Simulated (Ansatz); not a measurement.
One geometry of Li₅H₈⁺, several levels of theory.

```yaml
crystal:
  periodic: [false, false, false]
  atoms:
    - {symbol: Li, position_ang: [1.515717, 1.801608, -0.446205]}
    - {symbol: Li, position_ang: [0.654326, -0.693055, 1.205647]}
    - {symbol: Li, position_ang: [0.813083, -0.536770, -1.221339]}
    - {symbol: Li, position_ang: [-1.514847, -1.804746, 0.417637]}
    - {symbol: Li, position_ang: [-1.389907, 1.164534, -0.031585]}
    - {symbol: H, position_ang: [1.798023, 0.223505, 0.194781]}
    - {symbol: H, position_ang: [-3.192500, -3.000760, 0.767951]}
    - {symbol: H, position_ang: [-1.264730, -0.162767, 1.124392]}
    - {symbol: H, position_ang: [2.398943, 3.679732, -0.707217]}
    - {symbol: H, position_ang: [0.095080, -1.811381, -0.206309]}
    - {symbol: H, position_ang: [-2.779943, -3.464862, 0.349936]}
    - {symbol: H, position_ang: [-0.045551, 1.260053, -1.170151]}
    - {symbol: H, position_ang: [2.912308, 3.344899, -0.277537]}
basis:
  gaussian: {orbitals: def2-TZVP, initial_orbitals: start.molden}
total_charge: 1
hamiltonian: {xc: {name: B97M-V}}
scf: {omitted_lower_state_checks: [starts]}
output: {orbitals: {seedname: orbitals}}
```

The file start.molden holds the orbitals of an earlier run on this structure, at another level or in another basis.

```sh
$ ansatz run in.yaml --threads 4 --pin off --events-out ev --progress --plain --max-ram 3916MiB
```

It prints (some lines left out):

```
Functional definition: B97M-V
997 factors; their error is unknown
mean field evaluation 1: about -1153.5471 eV, gradient 1.2e1 eV
mean field evaluation 2: about -1153.6932 eV, gradient 1.9e-1 eV
mean field evaluation 4: about -1153.6823 eV, gradient 2.0e-4 eV
mean field -1153.68229040 eV, -42.3970421783 hartree, gradient 8.6e-6 eV, S^2 0.000000; 0 other end points of the search recorded, 0 dependent functions left out
reference -1153.68242520 eV, -42.3970471321 hartree; 11, 11 occupied and 107, 107 virtual orbitals, 997 factors
Total energy: -1153.68242520 eV, -42.3970471321 hartree
Checks for a lower state left out: starts
```

Run time 4.9 s (4 threads of Arm Neoverse V1 on a shared host).

First input, but with `hamiltonian: {xc: {name: CAM-B3LYP}, dispersion: d4}` (abridged; 0.95 s):

```
Functional definition: CAM-B3LYP
mean field -1147.69441657 eV, -42.1769918736 hartree, gradient 2.7e-5 eV, S^2 0.000000
Total energy: -1147.80262417 eV, -42.1809684298 hartree
Checks for a lower state left out: starts
```

First input, but with `hamiltonian: {xc: {name: wB97M-V}}` (abridged; 3.8 s):

```
Functional definition: wB97M-V
mean field -1147.13117819 eV, -42.1562932452 hartree, gradient 5.8e-5 eV, S^2 0.000000
Total energy: -1147.13128361 eV, -42.1562971192 hartree
Checks for a lower state left out: starts
```

First input, but with `hamiltonian: {xc: hse06, dispersion: d4}` (abridged; 1 s):

```
Functional definition: HSE06
mean field -1145.99368287 eV, -42.1144910629 hartree, gradient 2.4e-5 eV, S^2 0.000000
Total energy: -1146.09336545 eV, -42.1181543303 hartree
Checks for a lower state left out: starts
```

Geometry: r2SCAN-D4/def2-TZVP.

HSE06 is defined as in plane-wave codes, on full-range PBE exchange. In the singlet, H9 and H13 lie 0.75 Å apart, H7 and H11 lie 0.75 Å apart (atoms count from 1), so H2 has formed as a molecule. The structure comes from a short search, and lower isomers may exist.
